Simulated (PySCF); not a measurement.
Cartesian coordinates in Å; atom numbers follow the order of the lines, from 1:
```xyz
16

O     2.716    1.232   -0.673
C     2.076    0.203   -0.729
N     0.796    0.077   -0.341
C     0.048    1.188    0.228
C    -1.354    0.614    0.409
C    -1.103   -0.880    0.597
C     0.025   -1.154   -0.387
H     2.500   -0.744   -1.115
H     0.496    1.489    1.181
H     0.084    2.056   -0.434
H    -1.883    1.071    1.246
H    -1.949    0.782   -0.493
H    -0.760   -1.076    1.617
H    -1.982   -1.496    0.409
H    -0.377   -1.331   -1.393
H     0.638   -2.014   -0.112
```

Geometry: PBE0-D3(BJ)/def2-TZVP; GIAO shifts from PySCF, gas phase, non-relativistic, averaged over equivalent atoms.

At B97-2/pcSseg-2 (378 basis functions, 47 s wall time on 1 thread of an Intel Xeon 6975P-C, shared host):
```
  atoms  δ (ppm)
     O1    416.0
     C2    163.6
     C7     49.4
     C4     47.0
     C6     29.9
     C5     28.9
     N3    145.0
     H8     8.56
H15/H16     3.45
 H9/H10     3.38
H11/H12     1.88
H13/H14     1.83
```

Shifts are taken against calculated references (same method and geometry level): ¹⁷O (327.66 ppm) vs H2O; ¹³C (185.38 ppm), ¹H (31.64 ppm) against TMS; ¹⁵N (261.75 ppm) vs NH3.

Question: Predict the values at wB97X-D/pcSseg-2 on the same geometry.

Answer: 
```tsv
atoms	δ at wB97X-D/pcSseg-2	change
O1	422.9	+6.9
C2	169.1	+5.5
C7	49.4	+0.0
C4	46.9	-0.1
C6	29.5	-0.4
C5	28.3	-0.6
N3	143.9	-1.1
H8	8.51	-0.05
H15/H16	3.39	-0.06
H9/H10	3.34	-0.04
H11/H12	1.85	-0.03
H13/H14	1.80	-0.03
```

δ = σ(ref) − σ, references computed at the same level: ¹⁷O (σref 328.24) against H2O; ¹³C (σref 186.29), ¹H (σref 31.63) against TMS; ¹⁵N (σref 262.16) vs NH3.

The largest change is at O1 (amide-type carbonyl oxygen). Cost: 378 basis functions, 63 s wall time on 1 thread of an Intel Xeon 6975P-C, shared host. The order of the carbon signals is the same at both levels.

The two substituents on the amide-type nitrogen aren't averaged: C–N rotation is slow on the NMR time scale. Unscaled 17O shifts of doubly bonded oxygen tend to come out too high, by tens of ppm or more. Experimental scales use liquid or dissolved standards, which lie at an offset from isolated NH3 (liquid NH3: subtract about 20 ppm) and H2O (liquid H2O: subtract about 36 ppm).
